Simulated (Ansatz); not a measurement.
Abridged output of a molecular run in Ansatz:

```
Functional definition: HF
1108 factors; integrals over basis functions are off by at most 8.9e-4 eV
mean field evaluation 1: about -37160.1670 eV, gradient 4.8e1 eV
mean field evaluation 2: about -37160.3056 eV, gradient 4.8e1 eV
mean field evaluation 4: about -37164.5957 eV, gradient 2.6e0 eV
mean field evaluation 8: about -37164.6306 eV, gradient 1.3e-1 eV
mean field -37164.63068208 eV, -1365.7749864751 hartree, gradient 7.0e-7 eV, S^2 0.000000; 0 other end points of the search recorded, 0 dependent functions left out
16 core orbitals not correlated: weight in the atoms' cores, before any rotation towards them, 1.000 or more for the frozen orbitals, at most 0.000 for the correlated occupied ones
reference -37164.63068208 eV, -1365.7749864751 hartree; 24, 24 occupied and 80, 80 virtual orbitals, 1108 factors
second order -32.15511027 eV of doubles, -0.00000000 eV of singles
cycle   1  -32.22619865 eV  change   -7.1e-2 eV  update   1.2e-1
cycle   2  -32.82364764 eV  change   -6.0e-1 eV  update   3.2e-2
cycle   3  -32.96923482 eV  change   -1.5e-1 eV  update   1.6e-2
cycle   4  -32.96158712 eV  change    7.6e-3 eV  update   2.9e-3
cycle   5  -32.95835087 eV  change    3.2e-3 eV  update   1.2e-3
cycle   6  -32.95877755 eV  change   -4.3e-4 eV  update   3.4e-4
cycle   7  -32.95871756 eV  change    6.0e-5 eV  update   9.6e-5
cycle   8  -32.95863886 eV  change    7.9e-5 eV  update   2.9e-5
cycle   9  -32.95863615 eV  change    2.7e-6 eV  update   8.8e-6
perturbative correction -0.68663266 eV, -0.0252332847 hartree
Total energy: -37198.27595089 eV, -1367.0114272982 hartree
```

Its atoms:

Cartesian coordinates in Å:
```
F 1.425 -1.246 1.338
B 1.246 -0.397 0.340
F 2.291 0.066 -0.326
Cl -0.101 -1.113 -0.927
B -1.246 0.397 -0.340
F -1.420 1.246 -1.338
F -2.294 -0.063 0.323
Cl 0.099 1.110 0.931
```

Problem. Which basis set was used?
A. def2-TZVPPD
B. cc-pV(T+d)Z
C. cc-pV(Q+d)Z
D. def2-SVP

Solution. D. It gives 120 functions.

Problem. Write the keys of the input that set method, charge and spin (a neutral closed shell needs none for the last two).

Solution. 
```yaml
correlation: {method: ccsd_t}
```
